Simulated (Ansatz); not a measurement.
Total energies of `OB1C=N[SiH2]1`.

Cartesian coordinates in Å:
```
O 0.7237 1.8113 -0.9030
B 0.3122 0.7061 -0.2691
C 0.5808 0.2233 1.2135
N -0.0246 -0.9102 1.3626
Si -0.7185 -1.0384 -0.3007
H 0.4241 1.8767 -1.8139
H 1.1452 0.6588 2.0486
H -2.2079 -1.0868 -0.3013
H -0.2351 -2.2407 -1.0367
```

The species carries charge 0 and has multiplicity 1. All single points use the PBE0-D4/def2-TZVP geometry. It is one conformer, not always the lowest. Basis def2-TZVPP, Ansatz 0.2.0.

RPA on PBE orbitals: Hartree–Fock energy of these orbitals -483.16164 Eh, correlation -1.30040 Eh (frozen core).

```csv
functional,energy without D4 (Eh),D4 term (kJ/mol)
LDA (SPW92),-482.13337,–
revPBE,-484.80238,-57.0
PBE0,-484.57131,-15.6
B3LYP,-484.94691,-30.1
r2SCANh,-484.77169,-4.7
r2SCAN0,-484.75400,-5.2
HSE06 (plane-wave form),-484.55487,-14.5
BHLYP,-484.81522,-23.0
ωB97X-V,-484.81395,–
B2PLYP,-484.65137,–
```

Problem. Give the same for PBE, BLYP, r2SCAN, B97M-V, CAM-B3LYP, LC-ωPBE, ωB97M-V, PBE-QIDH. (Best estimate.)

Solution. Computed: 
```tsv
functional	energy without D4 (Eh)	D4 term (kJ/mol)
PBE	-484.53577	-18.6
BLYP	-484.86528	-41.2
r2SCAN	-484.78431	-4.4
B97M-V	-484.82752	–
CAM-B3LYP	-484.83896	-15.8
LC-ωPBE	-484.69208	–
ωB97M-V	-484.83454	–
PBE-QIDH	-484.45428	–
```

B3LYP takes the VWN-RPA correlation (the form of Gaussian; ORCA's B3LYP/G). HSE06 is the plane-wave form, built on full-range PBE exchange. The double hybrids freeze the cores in their second-order part.

LC-ωPBE has ω = 0.4 bohr⁻¹.
